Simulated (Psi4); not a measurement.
FMg, charge +1, singlet, at a GFN2-xTB geometry (such geometries of metal compounds can be far from the true shape), atoms displaced at random by about 0.03 Å a coordinate; R2SCAN/def2-TZVP, gradient (Psi4).

Here is a job for Psi4.
```
memory 2 GB

molecule mol {
1 1
  Mg    0.013676    0.043112   -0.752706
  F    -0.040485    0.039167    1.012040
symmetry c1
no_reorient
no_com
}

set basis def2-tzvp
set reference rks

gradient('r2scan')
print_variables()
```

Output, abridged:

```
gradient() will perform analytic gradient computation.

   => Loading Basis Set <=

    Name: DEF2-TZVP
    Role: ORBITAL
    Keyword: BASIS

         ---------------------------------------------------------
                                   SCF
               by Justin Turney, Rob Parrish, Andy Simmonett
                          and Daniel G. A. Smith
                              RKS Reference
         ---------------------------------------------------------

  ==> Geometry <==

    Molecular point group: c1
    Full point group: C1

    Geometry (in Angstrom), charge = 1, multiplicity = 1:

       Center              X                  Y                   Z               Mass
    ------------   -----------------  -----------------  -----------------  -----------------
         MG           0.013676000000     0.043112000000    -0.752706000000    23.985041697000
         F           -0.040485000000     0.039167000000     1.012040000000    18.998403162730

  Running in c1 symmetry.

  Rotational constants: A =    217.47146  B =      0.50961  C =      0.50842 [cm^-1]
  Rotational constants: A = 6519630.28176  B =  15277.66920  C =  15241.95222 [MHz]
  Nuclear repulsion =   32.369587220715644

  Charge       = 1
  Multiplicity = 1
  Electrons    = 20
  Nalpha       = 10
  Nbeta        = 10

  ==> Algorithm <==

  SCF Algorithm Type is DF.
  DIIS enabled.
  MOM disabled.
  Fractional occupation disabled.
  Guess Type is SAD.
  Energy threshold   = 1.00e-08
  Density threshold  = 1.00e-08
  Integral threshold = 1.00e-12

  ==> Primary Basis <==

  Basis Set: DEF2-TZVP
    Blend: DEF2-TZVP
    Number of shells: 23
    Number of basis functions: 63
    Number of Cartesian functions: 71
    Spherical Harmonics?: true
    Max angular momentum: 3

  ==> DFT Potential <==

   => LibXC <=

    Version 7.1.2
    S. Lehtola, C. Steigemann, M. J. T. Oliveira, and M. A. L. Marques,  SoftwareX 7, 1–5 (2018) (10.1016/j.softx.2017.11.002)

   => Composite Functional: R2SCAN <=

    r2SCAN Meta-GGA XC Functional  (0.1021/acs.jpclett.0c02405)
    J. W. Furness, A. D. Kaplan, J. Ning, J. P. Perdew, J. Sun  J. Phys. Chem. Lett.  11, 8208–8215, 2020

    Deriv               =              1
    GGA                 =           TRUE
    Meta                =           TRUE

    Exchange Hybrid     =          FALSE
    MP2 Hybrid          =          FALSE

   => Exchange Functionals <=

    1.0000   XC_MGGA_X_R2SCAN

   => Correlation Functionals <=

[...]
  @DF-RKS Final Energy:  -299.64330189048860
    Total Energy =                       -299.6433018904886012
[...]

  ==> DFJKGrad: Density-Fitted SCF Gradients <==

    Gradient:                    1
    J tasked:                  Yes
    K tasked:                   No
    wK tasked:                  No
    Integrals threads:           1
    Schwarz Cutoff:          1E-12
    Fitting Condition:       1E-10

   => Auxiliary Basis Set <=

  Basis Set: (DEF2-TZVP AUX)
    Blend: DEF2-UNIVERSAL-JKFIT
    Number of shells: 59
    Number of basis functions: 189
    Number of Cartesian functions: 230
    Spherical Harmonics?: true
    Max angular momentum: 4

  ==> DFT Potential <==

   => LibXC <=

    Version 7.1.2
    S. Lehtola, C. Steigemann, M. J. T. Oliveira, and M. A. L. Marques,  SoftwareX 7, 1–5 (2018) (10.1016/j.softx.2017.11.002)

   => Composite Functional: R2SCAN <=

    r2SCAN Meta-GGA XC Functional  (0.1021/acs.jpclett.0c02405)
    J. W. Furness, A. D. Kaplan, J. Ning, J. P. Perdew, J. Sun  J. Phys. Chem. Lett.  11, 8208–8215, 2020

    Deriv               =              1
    GGA                 =           TRUE
    Meta                =           TRUE

    Exchange Hybrid     =          FALSE
    MP2 Hybrid          =          FALSE

   => Exchange Functionals <=

    1.0000   XC_MGGA_X_R2SCAN

   => Correlation Functionals <=

    1.0000   XC_MGGA_C_R2SCAN

   => LibXC Density Thresholds  <==

    XC_MGGA_C_R2SCAN:  1.00E-15
    XC_MGGA_X_R2SCAN:  1.00E-11

   => Molecular Quadrature <=

    Radial Scheme          =       TREUTLER
    Pruning Scheme         =           NONE
    Nuclear Scheme         =       TREUTLER

    Blocking Scheme        =         OCTREE
    BS radius alpha        =              1
    Pruning alpha          =              1
    Radial Points          =             75
    Spherical Points       =            302
    Total Points           =          43431
    Total Blocks           =            396
    Max Points             =            256
    Max Functions          =             63
    Weights Tolerance      =       1.00E-15

  -Total Gradient:
     Atom            X                  Y                   Z
    ------   -----------------  -----------------  -----------------
       1        0.000844558768     0.000061516300    -0.027518541152
       2       -0.000815135017    -0.000059373122     0.026559817212

  Variable Map:
  ----------------------------------------------------------------------------
[...]
  Array Variable Map:
  ----------------------------------------------------------------------------
[...]
[...]
```
